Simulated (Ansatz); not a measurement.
Hf₃O₆, relaxed as a quintet with UKS PBE-D4/def2-SVP in Ansatz, starting from the PBE-D4/def2-SVP geometry of the neutral singlet. Force threshold 0.03 eV/Å.

In the def2 sets Hf takes a core potential; there is no spin–orbit coupling. At PBE-D4/def2-SVP a singlet of charge 0 lies 5.10 eV below the quintet, each at its own geometry. The structure comes from a short search, and lower isomers may exist.

Start:

```xyz
9

Hf    0.327    1.511   -1.480
Hf    0.458    0.381    1.990
Hf   -1.210   -1.669   -0.540
O    -0.574    1.202    3.202
O    -0.600   -1.120    1.257
O    -0.894   -0.044   -1.632
O     0.653    1.624    0.464
O     1.903    1.054   -2.193
O    -0.064   -2.937   -1.069
```

```
         step  energy (eV)  largest force component (eV/Å)  SCF passes
            1  -16188.7990                           2.492          86
            2  -16189.2980                           0.736          56
            3  -16189.4007                           0.452          54
            4  -16189.4333                           0.131          52
            5  -16189.4374                           0.075          47
            6  -16189.4400                           0.095          50
            7  -16189.4415                           0.068          50
            8  -16189.4422                           0.043          46
            9  -16189.4436                           0.031          53
10 (rejected)  -16189.4436                           0.072          53
           11  -16189.4449                           0.060          53
           12  -16189.4464                           0.129          53
           13  -16189.4502                           0.169          54
           14  -16189.4629                           0.218          54
           15  -16189.4717                           0.246          54
           16  -16189.4804                           0.283          53
           17  -16189.4873                           0.110          56
           18  -16189.4904                           0.054          55
           19  -16189.4923                           0.091          54
           20  -16189.4935                           0.053          48
           21  -16189.4942                           0.029          48
           22  -16189.4944                           0.016          48
```

Force components are those of the run's own axes.

End:

```xyz
9

Hf    0.3660    1.2920   -1.4865
Hf   -0.0114    0.5847    1.9791
Hf   -1.0294   -1.5953   -0.6427
O    -0.1977    1.2282    3.8716
O    -0.7953   -1.0748    1.2703
O    -0.9659   -0.1106   -1.9724
O     0.5442    1.7024    0.4586
O     1.9964    0.9587   -2.3157
O     0.0932   -2.9853   -1.1622
```

By distances, no bond broke or formed. The bond that changes most is Hf2–O4, from 1.79 to 2.01 Å (atoms count from 1).

The force fell under the threshold at step 21, but the optimiser went on. No frequencies were taken in this run, so the end may be a saddle point.

It took 65 s on 4 threads of Intel Xeon 6975P-C on a shared host.
